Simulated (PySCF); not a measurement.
disulfane (H₂S₂), SMILES SS. Coordinates come from a PBE-D3(BJ)/def2-TZVP optimisation.

Computed equilibrium geometry at PBE-D3(BJ)/def2-TZVP (PySCF confirms it by a frequency run) as Cartesian coordinates in Å, and its point group:
point group C2.
```xyz
4

S      1.0303    -0.0686     0.0556
S     -1.0303     0.0686     0.0556
H      1.2974     0.8713    -0.8901
H     -1.2974    -0.8713    -0.8901
```
Charge 0, spin multiplicity 1.
